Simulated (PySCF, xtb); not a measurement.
CH₈N₂OSi, SMILES C[Si](N)(N)O.

GFN2-xTB (xtb 6.7.1) at its own geometry gives an orbital gap of 7.54 eV and a dipole moment of 1.23 D.

The structure is a stationary point at PBE-D3(BJ)/def2-SVP. The values are those of a single conformer.

Task: What does PBE0/def2-TZVP run with PySCF give? (An estimate is asked for; the answer gives what the named calculation found.)

Result: gap 7.94 eV (levels -7.27 and 0.68 eV), dipole 1.26 D.
